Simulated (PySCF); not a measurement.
**Worked example: oscillator strength and radiative lifetime**

CH8O2Si2, SMILES C[Si](O)(O)[SiH3].

Geometry: r2SCAN-D4/def2-SVP. This is a generated structure with no PubChem entry under its InChIKey; it may be hypothetical. Other conformers were not sampled.

TDA-PBE0/def2-SVPD (PySCF 2.14.0) puts the first singlet state with f over 0.02 at 6.43 eV (vertical), with the transition dipole (-0.361, -0.283, -0.074) in atomic units.

### Question
Find the oscillator strength, the wavelength and the radiative lifetime that this transition would have in vacuum if emission retraced absorption.

### Answer

|μ|² = 0.2159 au, so |μ| = 1.18 D. ΔE = 6.43/27.211 = 0.2363 hartree. f = (2/3) ΔE |μ|² = 0.034 (the program prints 0.034).
λ = 1239.84/6.43 = 193 nm; ν = 51861 cm⁻¹.
Einstein's coefficient A = 0.6670 ν² f s⁻¹ (ν in cm⁻¹) = 6.1e7 s⁻¹, so τ = 1/A = 16 ns. This state is S1. The figure is the radiative limit of this one transition; relaxation, internal conversion, crossing to triplets and a medium change what is measured.
